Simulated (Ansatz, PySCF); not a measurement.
Sb (SMILES [Sb+]), charge +1, triplet (core potentials on Sb). Base run: B3LYP/def2-SVP in PySCF.

Input for PySCF:
```python
from pyscf import gto, scf, dft

mol = gto.M(
    atom='''
Sb    0.00000000    0.00000000    0.00000000
''',
    basis='def2-svp',
    ecp={'Sb': 'def2-svp'},
    charge=1,
    spin=2,
    verbose=4,
)

mf = dft.UKS(mol)
mf.xc = 'b3lyp'
mf.kernel()
```

The same geometry, method and basis name were run in Ansatz (a quantum-chemistry and plane-wave program) and PySCF, at each program's defaults and at the settings that a row names. The base is PySCF at its defaults. Differences at the defaults can come from grids, fitting, cores and function types together.

| code and settings | ΔE vs base (mEh) | basis functions | E (Eh) | SCF cycles |
|---|---|---|---|---|
| PySCF, defaults (exact integrals, its default grid, spherical functions) | 0.000 | 26 | -239.95983 | 7 |
| Ansatz, defaults (factorised integrals, its default grid, spherical functions) | 0.000 | 26 | -239.95983 | - |
| PySCF, density fitting with def2-universal-jkfit | -0.009 | 26 | -239.95984 | 7 |
| PySCF, fine grid | 0.000 | 26 | -239.95983 | 7 |
| Ansatz, high accuracy | 0.000 | 26 | -239.95983 | - |

Open shells are given as the SCF converged; they aren't shown to be the lowest states, and a large step between rows can be another state.
